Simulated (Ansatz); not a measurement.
```yaml
crystal:
  periodic: [false, false, false]
  atoms:
    - {symbol: B, position_ang: [-0.479316, 1.414752, -0.709335]}
    - {symbol: B, position_ang: [0.003193, -0.012626, -0.118895]}
    - {symbol: C, position_ang: [0.313037, -0.987996, 1.030591]}
    - {symbol: I, position_ang: [0.325649, -0.612093, -2.230336]}
    - {symbol: H, position_ang: [-1.625438, 1.598014, -1.005207]}
    - {symbol: H, position_ang: [0.309482, 2.293943, -0.907863]}
    - {symbol: H, position_ang: [0.025163, -0.593109, 2.006682]}
    - {symbol: H, position_ang: [-0.173658, -1.955115, 0.873841]}
    - {symbol: H, position_ang: [1.390391, -1.192070, 1.043523]}
basis:
  gaussian: {orbitals: def2-mTZVPP}
hamiltonian: {xc: {name: wB97M-V}, dispersion: d2}
```

```sh
$ ansatz run in.yaml --threads 2 --pin off --events-out ev --progress --plain --max-ram 4352MiB
```

How does Ansatz answer? (Estimate.)

Computed: The input was rejected before any iteration.
```
Error: YAML parse error: error: line 15 column 48: hamiltonian.dispersion: `d2` is not `none`, `rvv10`, `d3bj`, `d3bjatm`, `d4` or a map `{method: …, s8: …, a1: …, a2_bohr: …}` (numbers without units, a2 in bohr) or `{method: …, functional: …}`
  --> <input>:15:48
   |
13 | basis:
14 |   gaussian: {orbitals: def2-mTZVPP}
15 | hamiltonian: {xc: {name: wB97M-V}, dispersion: d2}
   |                                                ^ hamiltonian.dispersion: `d2` is not `none`, `rvv10`, `d3bj`, `d3bjatm`, `d4` or a map `{method: …, s8: …, a1: …, a2_bohr: …}` (numbers without units, a2 in bohr) or `{method: …, functional: …}`
```
